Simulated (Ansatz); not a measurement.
Coupled-cluster run, C2H7AlFN, SMILES `C[CH2][Al]([NH2])[F]`.

```yaml
crystal:
  periodic: [false, false, false]
  atoms:
    - {symbol: C, position_ang: [-0.605000, 0.715757, 1.318204]}
    - {symbol: C, position_ang: [0.529189, 0.985185, 0.328302]}
    - {symbol: Al, position_ang: [0.722460, -0.342383, -1.082101]}
    - {symbol: N, position_ang: [-0.319475, -1.755809, -1.223376]}
    - {symbol: F, position_ang: [1.907054, -0.181243, -2.227693]}
    - {symbol: H, position_ang: [-0.668970, 1.490004, 2.088371]}
    - {symbol: H, position_ang: [-0.473886, -0.239568, 1.833921]}
    - {symbol: H, position_ang: [-1.577432, 0.678401, 0.819426]}
    - {symbol: H, position_ang: [1.486828, 1.060486, 0.857631]}
    - {symbol: H, position_ang: [0.397430, 1.966253, -0.144001]}
    - {symbol: H, position_ang: [-0.245762, -2.459627, -1.939532]}
    - {symbol: H, position_ang: [-1.075335, -1.972555, -0.595052]}
basis:
  gaussian: {orbitals: def2-SVP}
correlation: {method: ccsd_t}
```

```sh
$ ansatz run in.yaml --threads 4 --pin off --events-out ev --progress --plain
```

The program prints (abridged):

```
Functional definition: HF
1084 factors; integrals over basis functions are off by at most 1.5e-3 eV
mean field evaluation 1: about -12934.0892 eV, gradient 4.6e1 eV
mean field evaluation 2: about -12934.1567 eV, gradient 4.6e1 eV
mean field evaluation 4: about -12938.5614 eV, gradient 3.1e0 eV
mean field evaluation 8: about -12938.6051 eV, gradient 2.2e-1 eV
mean field -12938.60532684 eV, -475.4849756598 hartree, gradient 7.4e-7 eV, S^2 0.000000; 0 other end points of the search recorded, 0 dependent functions left out
9 core orbitals not correlated: weight in the atoms' cores, before any rotation towards them, 1.000 or more for the frozen orbitals, at most 0.000 for the correlated occupied ones
reference -12938.60532684 eV, -475.4849756598 hartree; 15, 15 occupied and 85, 85 virtual orbitals, 1084 factors
second order -19.29725784 eV of doubles, -0.00000000 eV of singles
cycle   1  -20.00472751 eV  change   -7.1e-1 eV  update   9.2e-2
cycle   2  -20.43411934 eV  change   -4.3e-1 eV  update   2.7e-2
cycle   3  -20.55143597 eV  change   -1.2e-1 eV  update   1.5e-2
cycle   4  -20.55136108 eV  change    7.5e-5 eV  update   3.6e-3
cycle   5  -20.54901838 eV  change    2.3e-3 eV  update   1.4e-3
cycle   6  -20.54903486 eV  change   -1.6e-5 eV  update   5.1e-4
cycle   7  -20.54886433 eV  change    1.7e-4 eV  update   1.5e-4
cycle   8  -20.54882572 eV  change    3.9e-5 eV  update   5.1e-5
cycle   9  -20.54882931 eV  change   -3.6e-6 eV  update   2.0e-5
perturbative correction -0.47570570 eV, -0.0174818622 hartree
Total energy: -12959.62986185 eV, -476.2576130705 hartree
```

It took 6 s on 4 threads of a server CPU on a shared host, with 0.53 GiB of host memory at the peak.

MP2 recovers 91.8 % of the CCSD(T) correlation energy and the triples give 2.3 %; T1 = 0.0112.
